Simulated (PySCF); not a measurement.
Isomers of C6H14N2Si2, mass 170.070 u with the commonest isotopes. Computed with PBE0-D3(BJ)/def2-SVP geometry optimisation, gas phase in PySCF. One conformer each, none proved a minimum here; rigid rotors.

Task: Order these by out-of-plane moment Σ m c² = (Ia + Ib − Ic)/2, smallest first.
A. `[CH2:1]=[N:2][C@@H:3]1[C@H:4]2[CH2:5][C@:6]1([N:7]([SiH3:8])[SiH3:9])[CH2:10]2` with C1–N2–C3–C4 -146°, C5–C6–N7–Si8 -149°
B. `[CH3:1][n:2]1[cH:3][cH:4][c:5]([C@H:6]([SiH3:7])[NH:8][SiH3:9])[cH:10]1` with C4–C5–C6–Si7 -65°, C5–C6–N8–Si9 -85°
C. `[CH:1]#[C:2][CH2:3][NH:4][Si@@:5]1([CH3:6])[CH2:7][CH2:8][SiH2:9][NH:10]1` with C2–C3–N4–Si5 -73°, C3–N4–Si5–C6 -36°, N4–Si5–C7–C8 144°, Si5–C7–C8–Si9 -37°, C7–C8–Si9–N10 29°, C8–Si9–N10–Si5 -10°
D. `[CH3:1][N:2]([CH3:3])[Si@H:4]1[CH:5]=[CH:6][Si@@H:7]([NH2:8])[CH:9]=[CH:10]1` with C1–N2–Si4–C5 143°, C6–Si7–N8–H -152° and 65°
E. `[N:1]#[C:2][C@@H:3]1[CH2:4][CH2:5][N:6]([SiH2:7][CH2:8][SiH3:9])[CH2:10]1` with C5–N6–Si7–C8 86°, N6–Si7–C8–Si9 180°, C2–C3–C4–C5 -83°, C3–C4–C5–N6 -18°, C4–C5–N6–Si7 169°, C5–N6–C10–C3 31°

Result: B (62.80 u·Å²), E (63.38 u·Å²), C (103.37 u·Å²), D (116.00 u·Å²), A (175.28 u·Å²).

Task: Order these by radius of gyration √(Σ m r²/M), smallest first.
A. `[N:1]#[C:2][C@@H:3]1[CH2:4][CH2:5][N:6]([SiH2:7][CH2:8][SiH3:9])[CH2:10]1` with C5–N6–Si7–C8 86°, N6–Si7–C8–Si9 180°, C2–C3–C4–C5 -83°, C3–C4–C5–N6 -18°, C4–C5–N6–Si7 169°, C5–N6–C10–C3 31°
B. `[CH:1]#[C:2][CH2:3][NH:4][Si@@:5]1([CH3:6])[CH2:7][CH2:8][SiH2:9][NH:10]1` with C2–C3–N4–Si5 -73°, C3–N4–Si5–C6 -36°, N4–Si5–C7–C8 144°, Si5–C7–C8–Si9 -37°, C7–C8–Si9–N10 29°, C8–Si9–N10–Si5 -10°
C. `[CH3:1][n:2]1[cH:3][cH:4][c:5]([C@H:6]([SiH3:7])[NH:8][SiH3:9])[cH:10]1` with C4–C5–C6–Si7 -65°, C5–C6–N8–Si9 -85°
D. `[CH2:1]=[N:2][C@@H:3]1[C@H:4]2[CH2:5][C@:6]1([N:7]([SiH3:8])[SiH3:9])[CH2:10]2` with C1–N2–C3–C4 -146°, C5–C6–N7–Si8 -149°

Result: D (2.271 Å), B (2.518 Å), C (2.598 Å), A (2.893 Å).

Task: Order these by rotational constant B, largest first.
A. `[N:1]#[C:2][C@@H:3]1[CH2:4][CH2:5][N:6]([SiH2:7][CH2:8][SiH3:9])[CH2:10]1` with C5–N6–Si7–C8 86°, N6–Si7–C8–Si9 180°, C2–C3–C4–C5 -83°, C3–C4–C5–N6 -18°, C4–C5–N6–Si7 169°, C5–N6–C10–C3 31°
B. `[CH2:1]=[N:2][C@@H:3]1[C@H:4]2[CH2:5][C@:6]1([N:7]([SiH3:8])[SiH3:9])[CH2:10]2` with C1–N2–C3–C4 -146°, C5–C6–N7–Si8 -149°
C. `[CH3:1][n:2]1[cH:3][cH:4][c:5]([C@H:6]([SiH3:7])[NH:8][SiH3:9])[cH:10]1` with C4–C5–C6–Si7 -65°, C5–C6–N8–Si9 -85°
D. `[CH:1]#[C:2][CH2:3][NH:4][Si@@:5]1([CH3:6])[CH2:7][CH2:8][SiH2:9][NH:10]1` with C2–C3–N4–Si5 -73°, C3–N4–Si5–C6 -36°, N4–Si5–C7–C8 144°, Si5–C7–C8–Si9 -37°, C7–C8–Si9–N10 29°, C8–Si9–N10–Si5 -10°

Result: B (797.0 MHz), C (637.0 MHz), D (558.3 MHz), A (394.9 MHz).

| SMILES | point group | Ia (u·Å²) | Ib (u·Å²) | Ic (u·Å²) | κ | μa (D) | μb (D) | μc (D) |
| --- | --- | --- | --- | --- | --- | --- | --- | --- |
| N#C[C@@H]1CCN([SiH2]C[SiH3])C1 | C1 | 207.32 | 1279.88 | 1360.43 | -0.98 | 0.43 | 4.29 | 1.66 |
| C#CCN[Si@@]1(C)CC[SiH2]N1 | C1 | 276.75 | 905.22 | 975.23 | -0.94 | 0.70 | 0.40 | 0.05 |
| Cn1ccc([C@H]([SiH3])N[SiH3])c1 | C1 | 417.43 | 793.34 | 1085.16 | -0.54 | 2.60 | 1.03 | 1.01 |
| CN(C)[Si@H]1C=C[Si@@H](N)C=C1 | C1 | 262.30 | 922.73 | 953.03 | -0.98 | 0.06 | 0.20 | 1.83 |
| C=N[C@@H]1[C@H]2C[C@]1(N([SiH3])[SiH3])C2 | C1 | 418.24 | 634.10 | 701.78 | -0.69 | 0.54 | 0.53 | 0.95 |
